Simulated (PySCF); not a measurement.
## Correlation energy of Te (tellurium, neutral)

[Kr] 4d10 5s2 5p3 5d1, high-spin 5D determinant (an excited configuration). Computed with PySCF 2.14 in aug-cc-pVTZ-DK3 (8s7p5d2f, 68 functions), with the spin-free X2C one-electron Hamiltonian (Gaussian nucleus). Frozen: [Kr] 4d10; 6 electrons correlated.

```json
{"level": "CCSD", "correlation energy (mhartree)": "-84.33"}
{"level": "(T)", "correlation energy (mhartree)": "-2.68"}
{"level": "CCSD(T)", "correlation energy (mhartree)": "-87.01"}
```

Diagnostics: T1 = 0.0053, D1 = 0.0098, largest double amplitude 0.039.

Task: Is a single reference adequate?

Result: Yes, within this model without spin-orbit coupling: T1 lies below 0.03 and no double amplitude reaches 0.07.
